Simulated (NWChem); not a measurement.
Species: SiO$_{2}$ anion, doublet

```xyz
3

O     -1.4759     0.0000    -0.2738
Si     0.0000     0.0000     0.2934
O      1.4759     0.0000    -0.2738
```
Atoms are numbered in this order, from 1.

Program: NWChem. Pople sets run with spherical d functions. Spin-unrestricted. In the optimisation the excess spin sits in a1 (C2v, its own frame). Sets without diffuse functions describe the anion's extra electron poorly. Coordinates come from a B3LYP/def2-SVPD, spin-unrestricted optimisation. No stability test was run on the SCF state. The highest occupied level is positive in some or all of these runs, so the extra electron may be held by the finite basis. B3LYP is NWChem's, with the RPA form of VWN correlation. Atomic charges in e: unrestrained fits to the electrostatic potential beside Mulliken populations; the two definitions need not agree.

For level UHF/6-31G*:

```yaml
ESP O1: -0.73
Mulliken O1: -0.88
ESP Si2: 0.46
Mulliken Si2: 0.75
ESP O3: -0.73
Mulliken O3: -0.88
```

**Question.** What are these values for level B3LYP/def2-SVP?

**Answer.** 
- ESP O1 = -0.57
- Mulliken O1 = -0.60
- ESP Si2 = 0.13
- Mulliken Si2 = 0.19
- ESP O3 = -0.57
- Mulliken O3 = -0.60
